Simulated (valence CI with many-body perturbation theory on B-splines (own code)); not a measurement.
Basis-set convergence for Ag15+

Calculated by relativistic CI+MBPT: four valence electrons over a frozen Dirac-Fock core [Ar] 3d10, radial functions for each j: 9 s, 9 p, 8 d, 6 f, 3 g, 1 h, with the one-electron correlation potential Σ1, the two-electron term Σ2, the three-electron term Σ3, Breit, model QED; selected CI, second order for the rest, scaled by the run's own slope (own B-spline code, finite nucleus).

No measured levels were compared; by estimate levels hold to about 250 cm⁻¹ or 0.2 % of their energy and the worst to 1 %, as in measured heavy ions of charge 2 to 7; those with d or f electrons hold less well.

The reference run has the lowest level 4s²4p² ³P_0 and an ionisation energy of 381.572 eV. Its largest variational space holds 19995 state functions.

Names give the largest LS component (configuration and term), which can be under half, so a name can repeat, a term be missing and a line seem to break the LS rules; names also repeat where a configuration has a term twice.

Changed runs:
A. basis 6 s, 6 p, 5 d, 3 f, 1 g
B. basis 5 s, 5 p, 4 d, 2 f

Excitation energies of the reference run in cm⁻¹, and shifts in cm⁻¹:

```tsv
Level	Reference	A	B
4s²4p² ³P_1	43346	-43	-132
4s²4p² ³P_2	57422	+18	+92
4s²4p² ¹D_2	112621	+24	+136
4s²4p² ¹S_0	150269	+131	+515
4s4p³ ⁵S°_2	309999	-222	-680
4s4p³ ³D°_1	369796	-7.7	+62
4s4p³ ³D°_2	376992	-48	-70
4s4p³ ³D°_3	393807	-42	-49
4s4p³ ³P°_0	426075	+43	+264
4s4p³ ³P°_1	432661	+27	+206
4s4p³ ³P°_2	438506	+11	+130
4s4p³ ³S°_1	483817	+148	+561
Ionisation energy (eV)	381.572	-0.026	-0.082
```
